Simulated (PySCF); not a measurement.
**C₆ coefficients of unlike pairs at UHF**

Calculated with PySCF 2.14 from the dipole response of each species, C₆(A,B) = (3/π) ∫ α_A(iu) α_B(iu) du, in atomic units, from isotropic polarisabilities. For ions this is the dispersion term alone; charge-induced terms of lower order in 1/R come first.

```csv
species,configuration,basis,relativity,α (bohr³),C₆ (like pair)
Sn²⁺,[Kr] 4d10 5s2 (1S),aug-cc-pVQZ-PP with ECP28MDF (7s7p5d3f2g),core potential,17.77,98.74
N²⁺,[He] 2s2 2p1 (2P),aug-cc-pV5Z (7s6p5d4f3g2h),none,2.716,3.846
In²⁺,[Kr] 4d10 5s1 (2S),aug-cc-pVTZ-PP with ECP28MDF (6s5p4d2f),core potential,17.48,74.11
Br,[Ar] 3d10 4s2 4p5 (2P),aug-cc-pVQZ-PP with ECP10MDF (7s6p5d3f2g),core potential,20.30,161.8
```

Question: Estimate C₆ for N²⁺ with Sn²⁺.

Answer: The integral gives 19.02. The combination rule 2 C_A C_B / (C_A α_B/α_A + C_B α_A/α_B) gives 18.87 and the geometric mean 19.49.

No spin-orbit coupling is included.

The other pairs:

```json
{"pair": "Br, In²⁺", "C₆": "107.6"}
{"pair": "In²⁺, Sn²⁺", "C₆": "85.13"}
{"pair": "In²⁺, N²⁺", "C₆": "16.11"}
{"pair": "Br, Sn²⁺", "C₆": "125.7"}
{"pair": "Br, N²⁺", "C₆": "24.61"}
```
